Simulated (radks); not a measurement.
Valence configurations of the xenon ion Xe2+ (all share [Kr]). All-electron calculation, Dirac Kohn-Sham, BLYP, spin-unpolarised, spherical densities, finite nucleus; open shells fill j = l - 1/2 first; Fermi nuclear charge, rms radius 4.7859 fm. Program: a radial shooting solver on a logarithmic mesh with Libxc functionals. Energies are relative to 4d10 5s2 5p4; eigenvalues in eV.

valence           E (eV)  e(4d3/2)  e(4d5/2)  e(5p1/2)  e(5p3/2)  e(5s1/2)
4d10 5s2 5p4       0.000   -81.301   -79.306   -27.412   -25.869   -38.993
4d10 5p6          26.587   -84.064   -82.060   -28.735   -27.116         -
4d9 5s2 5p5       56.237   -88.683   -86.612   -29.277   -27.572   -41.447
4d9.5 5s2 5p4.5   27.418   -84.996   -82.963   -28.351   -26.727   -40.230
4d8 5s2 5p6       118.09   -96.040   -93.894   -31.095   -29.228   -43.823
4d10 5s1.5 5p4.5   6.584   -82.005   -80.007   -27.751   -26.188   -39.398
4d10 5s1 5p5      13.210   -82.700   -80.700   -28.084   -26.502   -39.797

NIST lists [Kr] 4d10 5s2 5p4 as the ground configuration; this level of theory agrees among the configurations tried. The energies are those of spherical spin-averaged densities, not of single terms.
